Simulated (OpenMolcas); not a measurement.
## What dynamic correlation does to the levels of Ru⁺

```json
{
 "Program": "OpenMolcas 26.06",
 "Basis": "ANO-RCC-VDZ [6s5p3d]",
 "Scalar Hamiltonian": "DKH2, point nucleus",
 "Active space": "7 electrons in 6 orbitals (4d 5s)",
 "State averaging": "2S+1 = 6 even, 6 roots (5 in the spin-orbit step); 2S+1 = 4 even, 50 roots; 2S+1 = 2 even, 98 roots (35 in the spin-orbit step)",
 "Spin-orbit coupling": "state interaction with AMFI integrals over the reference wave functions, term energies averaged over their components"
}
```

Methods on the same reference wave functions:
A. CASSCF
B. SS-CASPT2, IPEA 0.25 Eh, imaginary shift 0.1 Eh (closed shells correlated: 4s 4p)
C. MS-CASPT2, IPEA 0.25 Eh, imaginary shift 0.1 Eh (closed shells correlated: 4s 4p)

Energies in cm-1 above 4d7 4F 9/2, the measured ground level; measured values from NIST Handbook of Basic Atomic Spectroscopic Data.

| Level | A | B | C | Measured |
| --- | --- | --- | --- | --- |
| 4d7 4F 9/2 | 0.0 | 0.0 | 0.0 | 0.0 |
| 4d6 5s 6D 9/2 | 943 | 5790 | 5790 | 9151 |
| 4d7 4F 7/2 [74 %] | 1619 | 1651 | 1656 | 1523 |
| 4d6 5s 6D 7/2 [74 %] | 1988 | 6800 | 6810 | 10150 |
| 4d6 5s 6D 5/2 | 2558 | 7330 | 7400 | 10852 |
| 4d7 4F 5/2 | 2833 | 2710 | 2720 | 2494 |
| 4d6 5s 6D 3/2 | 3067 | 7690 | 7780 | 11304 |
| 4d6 5s 6D 1/2 | 3356 | 8030 | 8120 | 11604 |
| 4d7 4F 3/2 | 3480 | 3360 | 3370 | 3104 |
| 4d7 4P 5/2 | 11019 | 8800 | 8680 | 8257 |
| 4d7 4P 3/2 [59 %] | 11312 | 9070 | 8860 | 8478 |
| 4d7 2G 9/2 | 11579 | 11870 | 11880 |  |
| 4d7 4P 1/2 | 12486 | 10250 | 9970 | 9374 |
| 4d7 2G 7/2 | 13046 | 13270 | 13280 |  |
| 4d6 5s 4D 7/2(1) | 15413 | 16780 | 16790 | 19379 |
| 4d7 2H 11/2 | 16337 | 17440 | 17450 |  |
| 4d6 5s 4D 5/2(1) [58 %] | 16395 | 17880 | 17890 | 20515 |
| 4d7 2D 5/2 [58 %] | 16689 | 14300 | 14320 |  |
| 4d7 2P 1/2 [69 %] | 16797 | 14270 | 14280 |  |
| 4d6 5s 4D 3/2(1) | 17412 | 18760 | 18770 | 21246 |
| 4d7 2H 9/2 | 17837 | 18890 | 18900 |  |
| 4d6 5s 4D 1/2(1) [74 %] | 18172 | 19290 | 19300 | 21646 |
| 4d7 2D 3/2 [64 %] | 19220 | 16780 | 16810 |  |

Deviations, from unrounded energies. A percentage is the sum of absolute deviations over the sum of measured energies, with the sign that they share, or ± where signs differ.

```tsv
Against measurement	Levels	A	B	C
mean absolute deviation (cm-1)	15	4400	2000	1900
fine structure of the ground term (%)	3	+11.4	+8.5	+8.8
other terms of the ground configuration (%)	3	+33.4	+7.7	+5.4
other configurations (%)	9	-41.6	-20.2	-20.0
```

B, C lie about equally close to measurement and A furthest from it. The largest miss of C in the table is 4d6 5s 6D 3/2, by -3500 cm-1. The ranking rests on the paired levels alone, and a cruder setting can come out closer through cancelling errors.

Between B and C the level of the table that moves most is 4d7 4P 1/2, by 270 cm-1 (lowest in C, highest in B). Moves below CASPT2's spread within the term are not significant.

The mean deviations of B to C differ by less than CASPT2's widest spread within a term (540 cm-1), so their order carries little weight.

From A to B the spin-free energies of the other terms of 4d7 shown, above 4F, scale by factors of 0.77 to 1.08.

The lowest spin-free term lies below A's lowest term by 0.141 hartree in B, 0.142 hartree in C.

CASPT2 breaks the degeneracy within a term, and the mean is taken; among the terms shown or strongly mixed into the levels shown the widest spread is 540 cm-1 (4d7 4F, C). Some high roots are left out of the spin-orbit mixing, which shifts the levels that they would mix with. Some levels mix across a computed gap that differs much from the measured one, so their mixing is not that of the real levels. A single d shell beside an s shell can misplace configurations of different d count against each other. Without dynamic correlation excited terms often stand tens of per cent too high (terms of higher spin than the ground term too low), and those without a measured partner can miss by more than the paired ones (holds for A). Configurations are named by rounded mean occupations; where the s occupation lies near a half they are strongly mixed, a name can repeat and a true partner stay unpaired (holds for B; C). The CASPT2 spread within a term exceeds the gap to the next term for 4d6 5s 4D(1) and 4d7 2H, so the order of their levels is uncertain (holds for C). Computed and measured levels are paired by configuration, term and J; levels that our copy of the source lacks, or whose pairing is in doubt (as where it misses far off the trend of its configuration), stay unpaired and out of the deviations. Only configurations of the active space appear. Levels that lie high or do not pair safely by name in every column are left out.

A share in square brackets marks a mixed level and gives the weight of the term that names it, the lowest over the columns. A number in round brackets counts repeated terms of one configuration in the order of the reference energies.
